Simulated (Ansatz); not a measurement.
Program: Ansatz. Geometries: PBE0-D4/def2-TZVP. ΔE: electronic, gas phase. CCSD(T)/CBS adds triple-zeta CCSD(T) − MP2 to the extrapolated MP2 energy (def2 sets, frozen cores). This one scheme is used for every species. Functionals use def2-TZVPP. B3LYP here is the variant with VWN-RPA as its local correlation; programs differ in this. HSE06 is defined as in plane-wave codes. Elements past krypton have def2 core potentials. For Zr outer-core shells are correlated without core-valence functions, which leaves a few kJ/mol of doubt a bond.

Reaction (formal exchange of groups at a Zr–Cl bond): `[Cl][Zr]([Cl])([Cl])[Cl]` + `C#C` → `C#[C][Zr]([Cl])([Cl])[Cl]` + HCl

`[Cl][Zr]([Cl])([Cl])[Cl]`:

Cartesian coordinates in Å:
```
Cl -0.125 -2.251 0.529
Zr 0.000 0.000 0.000
Cl -0.058 1.254 1.946
Cl 1.978 0.419 -1.130
Cl -1.795 0.578 -1.345
```

`C#C`:

```xyz
4

C     0.474   -0.364    0.031
C    -0.474    0.364   -0.031
H     1.317   -1.012    0.086
H    -1.317    1.012   -0.086
```

`C#[C][Zr]([Cl])([Cl])[Cl]`:

Cartesian coordinates in Å:
```
C 0.745 -1.859 1.034
C 0.343 -0.856 0.477
Zr -0.368 0.917 -0.510
Cl -2.521 0.507 -1.269
Cl 1.056 1.377 -2.283
Cl -0.353 2.654 1.027
H 1.098 -2.740 1.524
```

HCl:

Cartesian coordinates in Å:
```
Cl -0.449 0.267 -0.369
H 0.449 -0.267 0.369
```

```json
{"level": "LDA (SPW92)", "ΔE (eV)": "1.39"}
{"level": "r2SCANh-D4", "ΔE (eV)": "1.39"}
{"level": "HSE06-D4", "ΔE (eV)": "1.37"}
{"level": "ωB97X-V", "ΔE (eV)": "1.40"}
{"level": "B3LYP", "ΔE (eV)": "1.38"}
{"level": "HSE06", "ΔE (eV)": "1.37"}
{"level": "CCSD/def2-SVP", "ΔE (eV)": "1.37"}
{"level": "MP2/def2-TZVPP", "ΔE (eV)": "1.32"}
```

Question: What does CCSD(T)/CBS give? (Best estimate.)

Answer: Computed: +1.37 eV. The listed levels differ from it by 0.02, 0.02, 0.00, 0.03, 0.01, 0.00, 0.00, -0.05 eV.

Question: What do rigid-rotor, harmonic-oscillator terms from PBE0-D4/def2-TZVP frequencies (298.15 K, 1 bar) make of the CCSD(T)/CBS value? (Best estimate.)

Answer: Ansatz gave: ΔZPE = -0.09 eV, ΔH = +1.31 eV, ΔS = 25 J/(mol·K), ΔG = +1.23 eV.

Largest T1 diagnostic among the species: 0.016.

From BLYP to BHLYP (50 % exact exchange), in def2-TZVPP and without D4, ΔE moves by +0.07 eV. Leaving LDA and LC-ωPBE aside and taking each functional with its dispersion term where it has one, the values, not all of them listed here, spread over 0.11 eV, from revPBE-D4 to BHLYP-D4. LDA lies +0.05 eV from PBE without D4. In def2-TZVPP, CCSD(T) changes the Hartree–Fock value by −0.13 eV (the triples alone add −0.02 eV) and MP2 by −0.10 eV.
